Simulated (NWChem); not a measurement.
Atomisation of H5Si2

```
Si
H 1 1.5051
H 1 1.5051 2 108.93
H 1 1.5095 2 108.38 3 -117.72
Si 1 2.3406 2 109.14 4 -123.20
H 5 1.5075 1 114.38 2 -175.44
H 5 1.5075 6 109.94 1 130.28
```
Charge 0, spin multiplicity 2.

All runs are NWChem calculations. Structure: optimised with UPBE/def2-SVP, a minimum by its harmonic frequencies.

Basis set: def2-TZVP. The atomisation energy is electronic alone: no zero-point, thermal, spin-orbit or counterpoise terms. No value is extrapolated to the basis-set limit. Free atoms are single determinants with multiplicities Si 3, H 2. Correlated methods freeze the same cores in atoms and molecule, 10 orbitals in all.

Relative cost: rough, from shared machines, SCF included, PBE = 1. Costs are the molecule's.

B3LYP has NWChem's definition, with VWN1-RPA local correlation. The structure started from a generated list of species. The unpaired electrons of the parent sit in orbitals of symmetry a' (Cs labels of the run); other states weren't searched. No SCF solution was tested for a lower state. Open-shell Hartree-Fock references start from PBE0 orbitals; any time given for them includes that run. Coupled-cluster values serve here as a point of comparison, not as the truth.

```json
[
 {"method": "PBE", "atomisation energy (kcal/mol)": "432.4", "relative cost": "1"},
 {"method": "B3LYP", "atomisation energy (kcal/mol)": "438.1", "relative cost": "under 3"},
 {"method": "PBE0", "atomisation energy (kcal/mol)": "433.7", "relative cost": "under 3"},
 {"method": "BP86", "atomisation energy (kcal/mol)": "446.5", "relative cost": "under 3"},
 {"method": "BLYP", "atomisation energy (kcal/mol)": "430.2", "relative cost": "under 3"},
 {"method": "HF", "atomisation energy (kcal/mol)": "(withheld)", "relative cost": "under 3"},
 {"method": "TPSS", "atomisation energy (kcal/mol)": "455.3", "relative cost": "under 3"},
 {"method": "MP2", "atomisation energy (kcal/mol)": "412.8", "relative cost": "4"},
 {"method": "CCSD(T)", "atomisation energy (kcal/mol)": "(withheld)", "relative cost": "20"}
]
```

Problem. Complete the blanks.

Solution. 
- HF, atomisation energy (kcal/mol): 342.6
- CCSD(T), atomisation energy (kcal/mol): 422.8
